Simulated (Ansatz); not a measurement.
Conformers of CH5BClN (SMILES CNBCl), B3LYP-D3(BJ)/def2-TZVP minima from an xTB search, which can miss the lowest.
Conformer 1 (charge 0, multiplicity 1):
```xyz
9

C     -1.030    -0.535    -0.067
N     -0.076     0.556     0.053
B      1.307     0.510     0.069
Cl     2.187    -1.032    -0.068
H     -1.683    -0.583     0.808
H     -0.493    -1.476    -0.148
H     -1.653    -0.414    -0.957
H     -0.501     1.467     0.135
H      1.942     1.508     0.175
```
Conformer 2 (charge 0, multiplicity 1, Z-matrix in Å and degrees):
```
N
H 1 1.0097
B 1 1.3821 2 119.12
C 1 1.4539 2 114.77 3 180.00
H 4 1.0883 1 109.17 2 -179.99
H 4 1.0926 5 108.35 1 -121.31
H 4 1.0926 5 108.35 6 -117.38
H 3 1.1870 1 121.64 2 -179.99
Cl 3 1.7820 8 118.67 1 -179.98
```

Frozen-core correlation. MP2 and its Hartree–Fock in cc-pV(Q+d)Z are density fitted.

Run with Ansatz (Gaussian basis) for Hartree–Fock, density functionals and correlated methods. 

The energy of conformer 2 above conformer 1 is E(conformer 2) − E(conformer 1). Total energies (hartree):

```
level                 conformer 2   conformer 1
-------------------  ------------  ------------
HF/cc-pV(T+d)Z       -579.5604110  -579.5594897
MP2/cc-pV(T+d)Z      -580.2392281  -580.2394808
HF/cc-pV(Q+d)Z       -579.5721691  -579.5712672
MP2/cc-pV(Q+d)Z      -580.3021267  -580.3024916
MP2/cc-pV(D+d)Z      -580.0469992  -580.0469637
CCSD(T)/cc-pV(D+d)Z  -580.1100590  -580.1099224
```

Q: Work out the energy of conformer 2 above conformer 1 at the basis-set limit: extrapolate the MP2 correlation part as X⁻³, take Hartree–Fock from the larger set, and add the CCSD(T) − MP2 difference of cc-pV(D+d)Z.

A: 
1. Differences (1 hartree = 627.509 kcal/mol): HF/cc-pV(T+d)Z -0.578; MP2/cc-pV(T+d)Z 0.159; HF/cc-pV(Q+d)Z -0.566; MP2/cc-pV(Q+d)Z 0.229; MP2/cc-pV(D+d)Z -0.022; CCSD(T)/cc-pV(D+d)Z -0.086.
2. Correlation parts, MP2 less HF: 0.737 in cc-pV(T+d)Z (X = 3), 0.795 in cc-pV(Q+d)Z (X = 4).
3. Limit (4³·(0.795) − 3³·(0.737))/(4³ − 3³) = 0.837; with HF/cc-pV(Q+d)Z it gives 0.271.
4. CCSD(T) less MP2 in cc-pV(D+d)Z: -0.063.
Result: 0.21 kcal/mol, against 0.16 at MP2/cc-pV(T+d)Z. It is an estimate of this method's limit, not of the exact value.

Ansatz is a first-principles code.
